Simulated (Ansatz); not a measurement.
`ClB[SiH]1C[SiH2]1`. Charge 0, multiplicity 1. The structure was optimised at the PBE0-D4/def2-TZVP level. It is one conformer, not always the lowest.

```xyz
11

Cl   -2.231   -1.276    1.132
B    -2.102   -0.087   -0.146
Si   -0.334    0.290   -0.907
C     1.117   -0.783   -0.294
Si    1.102    0.729    0.814
H    -3.098    0.501   -0.435
H    -0.148    1.014   -2.186
H     1.960   -0.870   -0.976
H     0.835   -1.741    0.137
H     2.230    1.674    0.644
H     0.669    0.548    2.216
```

Problem. What is the dipole moment at r2SCAN/def2-TZVPP? (An estimate is asked.)

Solution. Ansatz gave: 1.22 D, with components (1.10, 0.01, -0.53) D in this frame, pointing from negative to positive charge.

Problem. And with PBE, B3LYP, ωB97M-V? (Best estimate.)

Solution. Ansatz gave: PBE 1.22 D, B3LYP 1.10 D, ωB97M-V 0.96 D.

Problem. Give the Mulliken charges with r2SCAN, PBE, ωB97M-V in def2-TZVPP. (Estimate.)

Solution. Computed: 
| atom | r2SCAN | PBE | ωB97M-V |
| --- | --- | --- | --- |
| Cl1 | -0.13 | -0.11 | -0.10 |
| B2 | 0.08 | 0.09 | 0.00 |
| Si3 | 0.13 | 0.03 | 0.05 |
| C4 | -0.34 | -0.28 | -0.41 |
| Si5 | 0.21 | 0.14 | 0.13 |
| H6 | 0.02 | 0.03 | 0.09 |
| H7 | -0.07 | -0.05 | -0.01 |
| H8 | 0.11 | 0.11 | 0.14 |
| H9 | 0.11 | 0.11 | 0.14 |
| H10 | -0.06 | -0.04 | -0.01 |
| H11 | -0.05 | -0.03 | 0.00 |

B3LYP here is the variant with VWN-RPA as its local correlation; programs differ in this.
